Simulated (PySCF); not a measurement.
**Electronic structure of Ta⁺ (tantalum, charge +1) at the UHF level**

Configuration: [Xe] 4f14 5d3 6s1, high-spin 5F determinant. Computed with PySCF 2.14 in aug-cc-pVDZ-PP with ECP60MDF (5s5p4d2f, 54 functions), with scalar relativity through the core potential.

| Item | Value |
| --- | --- |
| Total energy | -56.528667 hartree |
| One-electron energy | -91.8285 hartree |
| Hartree (Coulomb) energy | 41.3170 hartree |
| Exchange energy | -6.0172 hartree |
| ⟨S²⟩ | 6.0049 |
| ⟨L²⟩ | 12.030 |
| Sum of ⟨r⟩ | 19.67 bohr |
| Sum of ⟨r²⟩ | 41.27 bohr² |
| Time after the integrals | 0.24 s of wall time on 1 thread of Neoverse-V1 (shared host) |

```csv
shell,electrons,mean orbital energy (hartree),"rms radius, mean of both spins (bohr)"
5s α,1,-3.47941,1.19
5s β,1,-3.36595,1.19
5p α,3,-2.09556,1.40
5p β,3,-1.92937,1.40
5d α,3,-0.59296,2.24
6s α,1,-0.52983,3.40
```

Energies and moments cover only the electrons outside the core potential. Spin-orbit coupling, absent here, splits the open shell strongly.
